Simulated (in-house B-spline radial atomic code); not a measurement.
**Response and correlation of the thallium ion Tl⁶⁹⁺**

Closed shell [Ne] 3s2. Computed with an all-electron radial atomic-structure program (B-spline basis): Dirac-Hartree-Fock, relativistic RPA (time-dependent Dirac-Hartree-Fock) for the response and second-order many-body perturbation theory for correlation, no-pair Dirac-Coulomb Hamiltonian, finite nucleus.

Command:
```bash
python run_mb.py task.json out
```
Settings (nuclear radius in fm, box in bohr, cutoff in hartree):
```
basis_form          2
Z                   81
core_configuration  [Ne] 3s2
rms_radius          5.4759
mass_number         205
speed_of_light      137.036
box_radius          1.504
lmax                7
intervals           54
virtual_cutoff      164025.0
```

Run time, properties included: 1.2 s on 1 thread of Intel(R) Xeon(R) Platinum 8259CL CPU @ 2.50GHz (shared host).

```csv
"multipole (bohr³, bohr⁵, bohr⁷)",uncoupled,coupled RPA
dipole,0.0017149,?
quadrupole,1.497e-05,1.6159e-05
octupole,2.6168e-07,2.6698e-07
```

(1) What is the coupled dipole polarisability?

(2) Which subshells carry the dipole polarisability?

(3) What does the dipole shielding factor come to?

Dipole polarisability at imaginary frequency:

```json
{"u (Eh)": "0", "α(iu) (bohr³)": "0.002062"}
{"u (Eh)": "29.3", "α(iu) (bohr³)": "0.0005169"}
{"u (Eh)": "87.8", "α(iu) (bohr³)": "0.0001366"}
{"u (Eh)": "176", "α(iu) (bohr³)": "6.247e-05"}
{"u (Eh)": "293", "α(iu) (bohr³)": "3.706e-05"}
{"u (Eh)": "586", "α(iu) (bohr³)": "1.648e-05"}
{"u (Eh)": "1170", "α(iu) (bohr³)": "5.82e-06"}
{"u (Eh)": "2930", "α(iu) (bohr³)": "1.134e-06"}
```

(4) What dispersion coefficients follow for two such ions (the dispersion part alone)?

Lowest J = 1 odd-parity excitations:

```csv
energy (eV),oscillator strength,leading channel,weight
175.24,0.0486,3s1/2 → p1/2,0.998
777.17,0.68,3s1/2 → p3/2,0.997
4095.7,0.256,3s1/2 → p1/2,1.0
4331.6,0.261,3s1/2 → p3/2,1.0
5831.4,0.0678,3s1/2 → p1/2,1.0
5949.2,0.0856,3s1/2 → p3/2,1.0
6750.7,0.0293,3s1/2 → p1/2,1.0
6818,0.0401,3s1/2 → p3/2,1.0
```

Second-order correlation energy by the highest angular momentum of the excited pair (hartree): s -0.02762, p -0.2707, d -0.2505, f -0.0597, g -0.02158, h -0.008062, i -0.003673, k -0.001903.

(5) What is the second-order correlation energy at the partial-wave limit?

Answers

(1) 0.0020623 atomic units, +20 % against the uncoupled value.

(2) 3s1/2 99.3 %, 2p3/2 0.5 %, 2p1/2 0.1 %.

(3) The dipole shielding factor is 0.148, against the exact N/Z = 12/81 = 0.148 of the non-relativistic theorem.

(4) C6 = (3/π)∫α(iu)²du = 4.262e-05 hartree·bohr⁶ and C8 = 3.013e-06 hartree·bohr⁸.

(5) The listed waves sum to -0.64377 hartree; extrapolating the increments as (l + 1/2)⁻⁴ gives -0.64766 hartree, -1.47 eV per electron.
